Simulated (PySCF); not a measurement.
# From computed data to an observable: oscillator strength and radiative lifetime

CH4N2OSi, SMILES N#CO[SiH2]N.

Geometry: B3LYP-D3(BJ)/def2-SVP. This is a generated structure with no PubChem entry under its InChIKey; it may be hypothetical. The values are those of a single conformer.

TDA-CAM-B3LYP/def2-SVPD run with PySCF 2.14.0 puts the first singlet state with f over 0.02 at 7.21 eV (vertical), with the transition dipole (0.382, -0.343, 0.000) in atomic units.

Question: Find the oscillator strength, the wavelength and the radiative lifetime that this transition would have in vacuum if emission retraced absorption.

Answer: 
|μ|² = 0.2636 au, so |μ| = 1.30 D. ΔE = 7.21/27.211 = 0.2650 hartree. f = (2/3) ΔE |μ|² = 0.047 (the program prints 0.047).
λ = 1239.84/7.21 = 172 nm; ν = 58153 cm⁻¹.
Einstein's coefficient A = 0.6670 ν² f s⁻¹ (ν in cm⁻¹) = 1.1e8 s⁻¹, so τ = 1/A = 9.5 ns. This state is S1. The figure is the radiative limit of this one transition; relaxation, internal conversion, crossing to triplets and a medium change what is measured.
